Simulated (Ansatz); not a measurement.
Reactions of C2H8AlBSi, SMILES `[AlH2][CH]=CB[SiH3]`.

Isolated molecules relaxed with PBE0-D4/def2-TZVP in Ansatz; ΔE leaves out vibrations. CBS: MP2 limit from def2 TZ/QZ plus the TZ coupled-cluster correction, frozen cores. This one scheme is used for every species, atoms too. Double bonds are as drawn, so ΔE can hold a change between cis and trans. DFT in def2-TZVPP. B3LYP here is the variant with VWN-RPA as its local correlation; programs differ in this. No spin–orbit coupling; open shells (•) take unrestricted orbitals. Spin–orbit coupling would lower the free atoms: a little for Al, B, C, Si. Each species was taken in one conformer, which may not be the lowest.

| reaction | MP2/CBS(def2) (kJ/mol) | ωB97X-V (kJ/mol) | PBE0-D4 (kJ/mol) | B3LYP-D4 (kJ/mol) | CCSD(T)/CBS(def2) (kJ/mol) |
| --- | --- | --- | --- | --- | --- |
| `[AlH2]/[CH]=C/B[SiH3]` + `CN[SiH3]` → `CN([SiH3])B[SiH3]` + `C=[CH][AlH2]` | -129 | -126 | -125 | -125 | -128 |
| `[AlH2]/[CH]=C/B[SiH3]` + `C[SiH3]` → `C[SiH2]B[SiH3]` + `C=[CH][AlH2]` | 42 | 33 | 31 | 37 | 35 |
| `[AlH2]/[CH]=C/B[SiH3]` + `C=N` → `C=NB[SiH3]` + `C=[CH][AlH2]` | -113 | -112 | -122 | -124 | -110 |
| `[AlH2]/[CH]=C/B[SiH3]` + CH₃OH → `COB[SiH3]` + `C=[CH][AlH2]` | -128 | -133 | -126 | -132 | -129 |
| `[AlH2]/[CH]=C/B[SiH3]` → Al• + B• + 2 C• + 8 H• + Si• | 4393 | 4398 | 4375 | 4391 | 4370 |
| `[AlH2]/[CH]=C/B[SiH3]` + CH₃SH → `CSB[SiH3]` + `C=[CH][AlH2]` | -102 | -97 | -101 | -96 | -98 |
| `[AlH2]/[CH]=C/B[SiH3]` + `C=CF` → `C=C(F)B[SiH3]` + `C=[CH][AlH2]` | -10 | -13 | -11 | -12 | -11 |

Largest T1 diagnostic: 0.018, for Al•.
